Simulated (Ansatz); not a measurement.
Program: Ansatz. Geometries: PBE0-D4/def2-TZVP. ΔE: electronic, gas phase. CCSD(T)/CBS is the MP2 limit (def2-TZVPP, def2-QZVPP) plus CCSD(T) − MP2 in def2-TZVPP, frozen cores. DFT in def2-TZVPP. B3LYP here is the variant with VWN-RPA as its local correlation; programs differ in this. For Br, Ga outer-core shells are correlated without core-valence functions, which leaves a few kJ/mol of doubt a bond. Scalar relativity is left out up to krypton. One conformer a species, not always the lowest.

`[CH3][Ga]([CH3])[CH]=O` + `N[SiH](F)Br` → `CN[SiH](F)Br` + `[CH3][GaH][CH]=O`  (substitution at a C–Ga bond)

`[CH3][Ga]([CH3])[CH]=O`:

```xyz
12

C     0.866    0.040   -1.726
Ga   -0.124    0.046   -0.025
C     0.508    0.866    1.649
C    -1.800   -1.087    0.075
O    -1.588   -2.237    0.394
H     1.838    0.528   -1.640
H     0.290    0.546   -2.505
H     1.018   -0.990   -2.059
H     0.498    0.123    2.450
H     1.516    1.272    1.556
H    -0.164    1.673    1.953
H    -2.858   -0.781   -0.123
```

`N[SiH](F)Br`:

Z-matrix (Å, degrees):
```
Si
F 1 1.594
Br 1 2.206 2 105.8
N 1 1.685 2 114.6 3 118.9
H 1 1.472 2 106.2 3 -118.7
H 4 1.006 1 122.4 2 -81.1
H 4 1.007 1 121.7 2 77.8
```

`CN[SiH](F)Br`:

Cartesian coordinates in Å:
```
C -0.891 0.117 1.107
N -0.566 -0.166 -0.276
Si 0.951 -0.152 -1.003
F 1.907 -1.339 -0.536
Br 2.059 1.680 -0.444
H -1.739 0.803 1.180
H -1.126 -0.791 1.672
H -0.041 0.600 1.591
H -1.338 -0.500 -0.830
H 0.785 -0.252 -2.463
```

`[CH3][GaH][CH]=O`:

Z-matrix (Å, degrees):
```
C
Ga 1 1.963
H 1 1.090 2 112.1
H 1 1.092 2 110.4 3 122.1
H 1 1.094 2 109.4 3 -119.8
C 2 2.021 1 118.0 3 -153.3
H 2 1.572 1 123.7 3 18.5
O 6 1.211 2 113.2 1 77.1
H 6 1.118 2 128.3 1 -103.9
```

| level | ΔE (kJ/mol) | difference from CCSD(T)/CBS |
| --- | --- | --- |
| PBE-D4 | 69.5 | -7.3 |
| r2SCAN-D4 | 73.6 | -3.2 |
| PBE0-D4 | 70.1 | -6.7 |
| B3LYP-D4 | 68.1 | -8.7 |
| ωB97X-V | 67.8 | -9.0 |
| ωB97M-V | 71.6 | -5.2 |
| B2PLYP | 73.3 | -3.5 |
| PBE | 70.8 | -6.0 |
| r2SCAN | 73.8 | -3.0 |
| PBE0 | 71.1 | -5.7 |
| B3LYP | 70.2 | -6.6 |
| HF/def2-TZVPP | 63.6 | -13.2 |
| MP2/def2-TZVPP | 80.1 | 3.3 |
| SCS-MP2/def2-TZVPP | 74.2 | -2.6 |
| CCSD/def2-TZVPP | 73.7 | -3.1 |
| CCSD(T)/def2-TZVPP | 74.7 | -2.1 |
| HF/def2-QZVPP | 62.9 | -13.9 |
| MP2/def2-QZVPP | 81.1 | 4.3 |
| SCS-MP2/def2-QZVPP | 75.1 | -1.7 |
| HF/CBS(def2) | 62.8 | -14.0 |
| MP2/CBS(def2) | 82.2 | 5.4 |
| CCSD/CBS(def2) | 75.8 | -1.0 |
| CCSD(T)/CBS | 76.8 | 0 |

Largest T1 diagnostic among the species: 0.015.

In def2-TZVPP, CCSD(T) changes the Hartree–Fock value by +11.0 kJ/mol (the triples alone add +1.0 kJ/mol) and MP2 by +16.5 kJ/mol.
